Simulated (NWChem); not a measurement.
Molecule: CH$_{4}$ClNSi$_{2}$; SMILES Cl[Si@H]1C=N[SiH2]1

```xyz
9

Cl    -0.2216    -2.2585    -0.3181
Si     0.1128    -0.4267     0.6013
C      1.4496     0.7455    -0.1201
N      0.8947     1.8842    -0.3404
Si    -0.8692     1.5926    -0.0651
H      0.3090    -0.7112     2.0565
H      2.5347     0.6098    -0.2926
H     -1.4965     2.5505     0.8933
H     -1.6191     1.6226    -1.3539
```
Atoms are numbered in this order, from 1.

Level: PBE0/def2-SVP (NWChem), optimised geometry, unscaled harmonic frequencies. 

Q: List the harmonic frequencies with IR intensities, and the thermochemistry.

A: 
| frequency (cm⁻¹) | IR intensity (km/mol) |
|---|---|
| 84 | 6.9 |
| 141 | 3.3 |
| 277 | 1.2 |
| 370 | 12.2 |
| 443 | 11.9 |
| 515 | 14.4 |
| 565 | 72.9 |
| 616 | 46.5 |
| 665 | 28.3 |
| 707 | 14.2 |
| 742 | 104.0 |
| 790 | 47.0 |
| 798 | 109.0 |
| 913 | 50.4 |
| 944 | 121.8 |
| 1287 | 14.4 |
| 1628 | 43.6 |
| 2215 | 99.1 |
| 2236 | 104.7 |
| 2251 | 90.4 |
| 3066 | 40.2 |

| Property | Value |
|---|---|
| zero-point energy | 30.4 kcal/mol |
| thermal correction to the enthalpy at 298.15 K (with zero-point energy) | 35.0 kcal/mol |
| heat capacity Cv | 22.7 cal/(mol K) |
| entropy at 298.15 K and 1 atm (symmetry number 1) | 81.3 cal/(mol K) |
| dipole moment | 1.02 D |

Rigid rotor and harmonic oscillator; modes under 100 cm⁻¹ make the entropy uncertain.
